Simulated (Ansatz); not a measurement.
Basis sets compared for (H3Ge)2S (Ge₂H₆S). The state is a singlet with charge 0. Geometry B3LYP-D4/def2-SVP. Ansatz on 4 threads of Intel Xeon 6975P-C on a shared host; times are rough, and most runs start from earlier orbitals.

```xyz
9

Ge   -1.259    0.213   -1.146
H    -0.292   -0.417   -2.171
H    -2.721   -0.076   -1.528
H    -1.006    1.734   -1.071
S    -0.971   -0.726    0.877
Ge    1.205   -0.254    1.195
H     2.065   -0.937    0.111
H     1.433    1.272    1.145
H     1.546   -0.809    2.589
```

The 6-31G sets use Cartesian d functions. B3LYP takes the VWN-RPA correlation.

Binding counts from free atoms (Ge triplet, H doublet, S triplet) in the same basis, without a counterpoise term.

```tsv
level	functions	energy (Eh)	HOMO (eV)	LUMO (eV)	binding per atom (eV)	wall time
PBE-D4/def2-SVP	112	-4554.3692	-5.87	-1.01	2.71	0.45 s
B3LYP-D4/6-31G	83	-4555.1911	-6.83	-0.79	2.58	0.65 s
PBE0-D4/def2-SVP	112	-4554.5223	-7.11	-0.15	2.70	0.75 s
```

(1) Estimate the rows for PBE-D4/def2-TZVP (with forces), B3LYP-D4/def2-TZVP, PBE0-D4/def2-TZVP.

Answers

(1) 
| level | functions | energy (Eh) | HOMO (eV) | LUMO (eV) | binding per atom (eV) | wall time |
| --- | --- | --- | --- | --- | --- | --- |
| PBE-D4/def2-TZVP (with forces) | 169 | -4555.0366 | -5.99 | -1.15 | 2.71 | 0.9 s |
| B3LYP-D4/def2-TZVP | 169 | -4555.9756 | -6.94 | -0.53 | 2.72 | 1.1 s |
| PBE0-D4/def2-TZVP | 169 | -4555.1853 | -7.19 | -0.29 | 2.71 | 1.1 s |
